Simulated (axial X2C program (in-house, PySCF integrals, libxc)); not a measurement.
**Worked dissociation energy of MnSi⁻: PBE0, without spin–orbit coupling**

All values were computed with an in-house relativistic program for diatomic molecules. Spin-free means the one-electron spin-free X2C Hamiltonian. Basis: Mn dyall-av3z [10s11p7d3f2g], Si dyall-av3z [9s8p3d2f] (cores contracted in-house); Gaussian nuclei, density fitting, unrestricted open shells. Masses: Mn 54.938 u, Si 27.977 u.

Molecular state: M_S = 1, Λ = 0 (beyond evenly filled blocks: δ+α, δ-α).

- E(Mn) (2M_S = 5, M_L = 0): -1158.358306 hartree
- E(Si-) (2M_S = 3, M_L = 0): -289.921679 hartree
- E(MnSi⁻) at Re: -1448.335127 hartree
- ωe: 264.6 cm⁻¹
- ωexe: 1.75 cm⁻¹

Task: Work out De and D0.

Result: De = -1158.358306 + (-289.921679) − (-1448.335127) = 0.05514 hartree = 1.500 eV. The zero-point energy is ωe/2 − ωexe/4 = 132 cm⁻¹ = 0.016 eV, so D0 = 1.484 eV.

Occupations by symmetry block were frozen at the best pattern of an incomplete PBE0 search. De is counted from the lowest determinant-based energies of the atoms at the same level, without counterpoise correction. PBE0 can misorder states that lie within some tenths of an eV, so this need not be the ground state of the molecule. The nearest other spin-free determinant of the search, M_S = 2, Λ = 0, lies 0.23 eV up at the distance of the search. The highest occupied level of some functionals is positive through self-interaction error; at Hartree–Fock it is bound. The determinant is spin-polarised beyond a pure state at some levels (its spin-free form has ⟨S²⟩ too high), which makes Re and μ there less reliable.

Each atomic determinant is the lowest at this level and need not be a pure term. Totals compare only within one Hamiltonian and basis.
